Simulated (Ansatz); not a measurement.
Gas-phase electronic energies from Ansatz, PBE0-D4/def2-TZVP geometries. CBS: MP2 limit from def2 TZ/QZ plus the TZ coupled-cluster correction, frozen cores. Each species was taken in one conformer, which may not be the lowest.

Reaction (ligand exchange at the Si–O bond): `N[SiH](N)O[SiH3]` + `BN[SiH3]` → `BN([SiH3])[SiH3]` + `N[SiH](N)O`

| species | SCS-MP2/def2-TZVPP energy (Eh) |
| --- | --- |
| `N[SiH](N)O[SiH3]` | -767.48456 |
| `BN[SiH3]` | -372.11648 |
| `BN([SiH3])[SiH3]` | -662.37117 |
| `N[SiH](N)O` | -477.20446 |

(1) Work out ΔE.

Largest T1 diagnostic among the species: 0.013.

Results:

(1) ΔE = (-662.37117) + (-477.20446) − (-767.48456) − (-372.11648) = 0.02541 Eh = +0.69 eV. CCSD(T)/CBS gives +0.66 eV.

In def2-TZVPP, CCSD(T) changes the Hartree–Fock value by −0.18 eV (the triples alone add −0.03 eV) and MP2 by −0.19 eV. The D4 term adds −0.03 eV with B3LYP and −0.01 eV with PBE0; it sums over pairs of atoms, weighted by their polarisabilities, and B3LYP, whose exchange is more repulsive, gets the larger term.

B3LYP here is the variant with VWN-RPA as its local correlation; programs differ in this.
